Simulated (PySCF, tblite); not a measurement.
Isomers of C5H6OP2, one GFN2-xTB conformer each. Single-point energies are computed at PBE0/pcSseg-1 (PySCF, gas phase, no added dispersion term), electronic only.

```json
{"SMILES": "COc1ccpcp1", "GFN2-xTB relative energy (kJ/mol)": "3.8"}
{"SMILES": "COc1cpcpc1", "GFN2-xTB relative energy (kJ/mol)": "2.9"}
{"SMILES": "COc1cpccp1", "GFN2-xTB relative energy (kJ/mol)": "0.0"}
```

Conformers: `[CH3:1][O:2][c:3]1[cH:4][cH:5][p:6][cH:7][p:8]1` with C1–O2–C3–C4 180°; `[CH3:1][O:2][c:3]1[cH:4][p:5][cH:6][p:7][cH:8]1` with C1–O2–C3–C4 -1°; `[CH3:1][O:2][c:3]1[cH:4][p:5][cH:6][cH:7][p:8]1` with C1–O2–C3–C4 179°.

Question: What does PBE0/pcSseg-1 give for the same structures?

Answer: 
```
    SMILES  PBE0/pcSseg-1 E (Eh)  PBE0/pcSseg-1 (kJ/mol)  GFN2-xTB (kJ/mol)  point group
COc1cpcpc1            -951.40621                     0.0                2.9           Cs
COc1ccpcp1            -951.40312                     8.1                3.8           Cs
COc1cpccp1            -951.40007                    16.1                0.0           Cs
```

GFN2-xTB puts COc1cpccp1 lowest instead; measured from each level's own lowest isomer, the values differ by up to 16.1 kJ/mol (COc1cpccp1: 0.0 against 16.1). Neighbours under 10 kJ/mol apart (COc1cpcpc1 and COc1ccpcp1; COc1ccpcp1 and COc1cpccp1) can change places with a better method, another conformer or zero-point energy.

Question: Which frontier levels, dipoles and rotational constants go with these structures?

Answer: 
```csv
SMILES,"HOMO (eV, PBE0/pcSseg-1)",LUMO (eV),dipole (D),"A, B, C (MHz)"
COc1cpcpc1,-7.11,-2.01,2.60,"2443, 1133, 778.1"
COc1ccpcp1,-6.67,-1.80,1.92,"3270, 1057, 802.9"
COc1cpccp1,-6.82,-2.24,1.46,"2783, 1150, 818.2"
```

Question: What happens when harmonic zero-point energies from GFN2-xTB frequencies are added?

Answer: 
```
    SMILES  ZPE (kJ/mol)  electronic (kJ/mol)  with ZPE (kJ/mol)
COc1cpcpc1         255.2                  0.0                0.0
COc1ccpcp1         254.9                  8.1                7.8
COc1cpccp1         254.5                 16.1               15.4
```

The zero-point energies span 0.7 kJ/mol. The order is unchanged.
